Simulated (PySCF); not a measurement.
Static response to an electric field

C₃H₆F₃NSi.
Cartesian coordinates in Å at the PBE0-D3(BJ)/def2-SVP level; atoms count from 1:
```xyz
14
C3H6F3NSi angstrom
F     -3.4286   -0.3250   -0.4718
C     -2.2701   -0.4370    0.1782
F     -2.4889   -0.0979    1.4556
F     -1.9182   -1.7259    0.1664
C     -1.2044    0.4282   -0.4450
C      0.1270    0.2880    0.2379
N      1.1942    0.1154   -0.4138
Si     2.7881   -0.0353    0.3097
H     -1.0994    0.1678   -1.5067
H     -1.5504    1.4725   -0.3706
H      0.0889    0.3621    1.3479
H      3.6434    1.0599   -0.2300
H      2.7407    0.0550    1.8077
H      3.3554   -1.3517   -0.0973
```

Level: wB97X-D/def2-SVPD (PySCF), static field, nuclei fixed, core orbitals frozen in the response. The polarisability tensor in these axes (au):

```
x   96.82 -1.97 -0.38
y   -1.97 62.19  0.18
z   -0.38  0.18 67.15
```

Q: Diagonalise the tensor; give its mean and Δα, where Δα² is half the sum of the squared differences of the eigenvalues.

A: Principal values 62.07, 67.15 and 96.94 au; mean 75.39 au = 11.17 Å³ = 12.43 × 10⁻⁴⁰ C²·m²/J; Δα = 32.62 au (43 % of the mean).

Q: What is the dipole moment, and where does it point?

A: (0.67, 1.43, 0.28) D, 1.60 D in size, pointing from the negative to the positive side. Measured along this direction, the outermost atoms are F4 at the negative end and H12 at the positive end.

Q: In a dilute gas of rigid molecules at 273 K, how does the orientational term μ²/3kT compare with the electronic polarisability?

A: In Gaussian units μ²/3kT = 22.61 Å³ against 11.17 Å³, a ratio of 2.02; the Debye molar polarisation (4π/3)N_A(α + μ²/3kT) is 85.2 cm³/mol, leaving out the vibrational part.

Q: Form Σ f/ω² (atomic units) for the 10 lowest TDDFT singlets, given as eV and f, and set it beside the mean polarisability, which is this sum over all singlets: 4.34, 0.0003; 6.96, 0.0238; 7.62, 0.5049; 7.83, 0.0070; 7.90, 0.0003; 7.96, 0.0059; 8.24, 0.1185; 8.39, 0.0083; 8.54, 0.0428; 8.66, 0.0781.

A: They add up to 9.56 au, 12.7 % of the 75.39 au; the largest single term is 6.44 au, from the state at 7.62 eV. Terms in order: 0.01, 0.36, 6.44, 0.08, 0.00, 0.07, 1.29, 0.09, 0.43, 0.77 au. Higher excitations give the rest. The strengths listed sum to 0.790.

Q: Find the Langevin capture rate constant for H3O+ (19.018 u) meeting this molecule (141.022 u), k = 2.342 × 10⁻⁹ cm³/s × √(α in Å³ / reduced mass in u).

A: The reduced mass is 16.76 u, so k = 1.91 × 10⁻⁹ cm³/s. The formula leaves out the permanent dipole, which adds to the capture rate.

Q: What molar refraction does this α imply?

A: Lorentz–Lorenz: R = (4π/3)N_A α = 2.5225 cm³/(mol·Å³) × 11.17 Å³ = 28.2 cm³/mol, in the limit of long wavelengths.

The structure is a single PBE0-D3(BJ)/def2-SVP conformer in the gas phase; no vibrational or solvent corrections.
